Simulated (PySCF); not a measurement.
A side-by-side comparison of computed properties.

First species: C₅H₁₁F₃SSi.
InChI=1S/C5H11F3SSi/c1-5(2,3-9)10(8)4(6)7/h4,9-10H,3H2,1-2H3/t10-/m0/s1

Second species: C3H13NO2Si3.
SMILES: `C=C[Si@@H](NC)[Si](O)(O)[SiH3]`

Levels: PBE0/pcSseg-1 for HOMO energy, LUMO energy and HOMO–LUMO gap. Geometries: GFN2-xTB. Each structure is a single optimised conformer of the isolated species, non-relativistic unless stated. Electronic properties by PySCF.

The conformers computed, where there is a choice (atom-mapped SMILES and torsion angles):
- `[CH3:1][C:2]([CH3:3])([CH2:4][SH:5])[Si@@H:6]([F:7])[CH:8]([F:9])[F:10]`: C1–C2–C4–S5 59°, C1–C2–Si6–F7 69°, C2–Si6–C8–F9 106°, H–S5–C4–C2 -80°

The conformers of `C=C[Si@@H](NC)[Si](O)(O)[SiH3]` aren't listed.

Values for the first species:

| Item | Value |
| --- | --- |
| HOMO energy | -7.02 eV |
| LUMO energy | -0.10 eV |
| HOMO–LUMO gap | 6.92 eV |

(1) Estimate the same properties for the second species, and the change in each.

Results:

(1) 
```tsv
property	first	second	second less first
HOMO energy	-7.02 eV	-6.61 eV	+0.41 eV
LUMO energy	-0.10 eV	-0.75 eV	-0.65 eV
HOMO–LUMO gap	6.92 eV	5.86 eV	-1.06 eV
```

